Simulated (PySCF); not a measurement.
**Correlation energy of Br²⁺ (bromine, charge +2)**

[Ar] 3d10 4s2 4p3, high-spin 4S determinant. Calculation: PySCF 2.14, in x2c-TZVPPall with one added diffuse shell each of s, p, d type (7s6p5d1f, 57 functions); the spin-free X2C one-electron Hamiltonian (Gaussian nucleus). Frozen: [Ar] 3d10; 5 electrons correlated.

MP2 pair energies summed by pair of shells (mhartree):

```csv
pair,energy,share (%)
4s-4p,-52.77,66.8
4p-4p,-17.51,22.2
4s-4s,-8.69,11.0
```

Total MP2 correlation energy: -78.97 mhartree.

Same-spin part -20.63 and opposite-spin part -58.33 mhartree; SCS-MP2 scales them by 1/3 and 6/5 to -76.88 mhartree.
